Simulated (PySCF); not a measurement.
**Computed data sheet: `C=C=C(C#C[SiH2]C)C(C)=S`**

C8H10SSi.
Atom-mapped SMILES: `[CH2:1]=[C:2]=[C:3]([C:4]#[C:5][SiH2:6][CH3:7])[C:8]([CH3:9])=[S:10]` (hydrogens: H11, H12 on C1; H13, H14 on Si6; H15, H16, H17 on C7; H18, H19, H20 on C9)

Among its groups: alkyne, allene or cumulene, thiocarbonyl, Si–H bond and C–Si bond.

**GFN2-xTB geometry**

```
Rotational constants A, B, C of the GFN2-xTB geometry : 1.791, 0.411, 0.337 GHz
```

PBE0/pcSseg-1 ground state and GIAO shieldings, non-relativistic (PySCF):

```
Dipole moment                                               : 2.94 D
HOMO energy                                                 : -6.28 eV
LUMO energy                                                 : -2.58 eV
HOMO–LUMO gap                                               : 3.70 eV
Lowest Hirshfeld atomic charge                              : -0.21 e on C7
Highest Hirshfeld atomic charge                             : +0.37 e on Si6
13C chemical shifts (computed TMS as zero) by class         : 253.5 (C8), 242.3 (C2), 105.9 (C4), 105.8 (C5), 105.1 (C3), 84.6 (C1), 45.6 (C9), -5.0 (C7) ppm
1H chemical shifts (computed TMS as zero) by class          : 5.77 (H11/H12), 4.62 (H13/H14), 3.22 (H18/H19/H20), 0.35 (H15/H16/H17) ppm
Isotropic shieldings of nuclei other than C and H, by class : 418 (Si6), -492 (S10) ppm
Mayer bond orders between heavy atoms                       : C1–C2 2.19, C2–C3 1.62, C3–C4 1.01, C4–C5 2.25, C5–Si6 0.99, Si6–C7 0.96, C3–C8 1.02, C8–C9 1.08, C8–S10 1.86
```

Monoisotopic mass from the formula: 166.0272 u.

With B = h/(8π²I), that is 505.379 GHz u Å² over I, the principal moments of inertia are 282.2, 1231.1 and 1497.6 u Å² (most abundant isotopes). The dipole matches unit charges of opposite sign 0.61 Å apart (1 e·Å = 4.8032 D). The rotational constants make it an asymmetric top with κ = (2B − A − C)/(A − C) = -0.90, nearer the prolate limit (−1).

Isolated species at its GFN2-xTB geometry (one conformer only). NMR classes are plain means over equivalent atoms (diastereotopic ones count apart unless rotation or inversion swaps them), as if these changed places fast; in this geometry the members of some classes differ.

Shape of the structure used: `[CH2:1]=[C:2]=[C:3]([C:4]#[C:5][SiH2:6][CH3:7])[C:8]([CH3:9])=[S:10]`: C2–C3–C8–C9 -179°.
